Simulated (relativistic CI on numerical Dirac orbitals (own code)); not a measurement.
## What each ingredient does to the levels of Kr XXV

Base calculation: Dirac-Coulomb-Breit CI, KLI orbitals optimised for each configuration, a model potential for QED, unscaled Slater integrals.

CI space (outside the closed core [Ne]): 3s2, 3s 3p, 3p2, 3s 3d, 3d2, 3p 3d, 3p 4s, 3d 4s, 3s 4s, 3s 4p, 3s 4d, 3s 4f, 3s 5s, 3s 5p, 3s 5d, 4s2, 3s 5f, 3s 5g, 3s 6s, 3s 6p, 3s 6d. Levels of other configurations are missing.

Variants: (1) QED terms removed. Shifts of the energy above 3s2 1S_0, in cm⁻¹, for the lowest level and the first level of each name with at least 55 % of one term (blank where a level changes its place among those of its configuration and J or its character, or is not in the variant):

| Level | Base | Δ(1) |
| --- | --- | --- |
| 3s2 1S_0 | 0 | 0 |
| 3s 3p 3P°_0 | 388304 | +2534 |
| 3s 3p 3P°_1 | 411275 | +2505 |
| 3s 3p 3P°_2 | 489248 | +2320 |
| 3s 3p 1P°_1 | 637471 | +2414 |
| 3p2 3P_0 | 933858 | +5123 |
| 3p2 1D_2 | 997294 | +4594 |
| 3p2 3P_1 | 1003903 | +4953 |
| 3p2 3P_2 | 1093989 | +4525 |
| 3s 3d 3D_1 | 1181309 | +2526 |
| 3s 3d 3D_2 | 1188410 | +2509 |
| 3s 3d 3D_3 | 1199892 | +2460 |
| 3p2 1S_0 | 1213055 | +4703 |
| 3s 3d 1D_2 | 1332313 | +3072 |
| 3p 3d 3F°_2 | 1598367 | +5155 |
| 3p 3d 3F°_3 | 1647292 | +5051 |
| 3p 3d 3D°_1 | 1696930 | +5120 |
| 3p 3d 3F°_4 | 1716003 | +4876 |
| 3p 3d 3D°_3 | 1770675 | +4926 |
| 3p 3d 3P°_0 | 1775517 | +4936 |
| 3p 3d 3P°_1 | 1776275 | +4933 |
| 3p 3d 1F°_3 | 1880547 | +4930 |

At this charge energies of transitions that change n are usually good to better than 1 %, and those within a shell (Δn = 0) to a few per cent.

Ionisation energy from the two ground configurations alone: base 1149.78 eV; QED terms removed 1150.08 eV. The NIST ASD value (semi-empirical) is 1155 eV.

LS names give the leading component of a level, which can be under half, so a name can repeat, a term be missing and a line seem to break the LS rules.
